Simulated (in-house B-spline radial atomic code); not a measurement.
# Ionising In with different functionals

Computed with an all-electron radial atomic-structure program (B-spline basis): four-component Dirac-Coulomb Hamiltonian, Fermi nucleus of rms radius 4.6156 fm, spin-restricted, spherical fractional occupations for the functionals. The ionisation energy is the difference of two self-consistent energies, [Kr] 4d10 5s2 5p1 → [Kr] 4d10 5s2, without Breit or QED terms; ε is the level of the shell that loses the electron (mean over j). The electron is taken from both j subshells in proportion to 2j + 1, so the result is a j average, not the step between ground levels.

Hybrids are left out here: with spherical fractional occupations of an open shell their exact exchange keeps a self-interaction that integer-occupation calculations don't have.

| method | rung | ΔSCF (eV) | -ε(5p) (eV) |
| --- | --- | --- | --- |
| LDA VWN5 | LDA | 5.60 | 2.71 |
| relativistic LDA | LDA | 5.60 | 2.71 |
| LDA PW92 | LDA | 5.60 | 2.71 |
| LDA exchange-only | LDA | 4.67 | 1.88 |
| PBE | GGA | 5.37 | 2.53 |
| PBEsol | GGA | 5.37 | 2.53 |
| BLYP | GGA | 5.37 | 2.47 |
| RPBE | GGA | 5.30 | 2.47 |
| PW91 | GGA | 5.43 | 2.57 |
| BP86 | GGA | 5.52 | 2.67 |
| AM05 | GGA | 5.33 | 2.48 |
| OLYP | GGA | 5.11 | 2.27 |

Task: How do they compare with the NIST value?

Result: NIST lists 5.786 eV (measured, ground level to ground level). Errors run from -1.11 to -0.19 eV; LDA PW92 is closest (-0.19 eV), but part of that can be cancellation, since the calculations leave out Breit-QED terms, spin polarisation, the choice among j levels, multiplet and fine-structure energies.
